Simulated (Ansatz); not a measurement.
Cartesian coordinates (Å):
SMILES: C1SCS1
```xyz
8

C     -1.2429     0.0408    -0.0222
S     -0.0377    -0.4581     1.2670
C      1.2429    -0.0409     0.0221
S      0.0373     0.4464    -1.2712
H     -1.8958    -0.7838    -0.3353
H     -1.8418     0.9126     0.2708
H      1.8510    -0.9070    -0.2685
H      1.8869     0.7900     0.3373
```
Charge 0, spin multiplicity 1.

Computed with frozen-core CCSD(T)/cc-pVTZ // PBE-D3(BJ)/def2-TZVP (Ansatz, a quantum-chemistry and plane-wave program).

```
Property                       Result
----------------------  -------------
HF energy               -873.15409 Ha
MP2 correlation energy    -0.68364 Ha
```

Estimate the CCSD correlation energy, the (T) correction, the total energy and the T1 diagnostic.


| Item | Result |
|---|---|
| CCSD correlation energy | -0.72676 Ha |
| (T) correction | -0.03563 Ha |
| CCSD(T) total energy | -873.91648 Ha |
| T1 diagnostic | 0.011 |
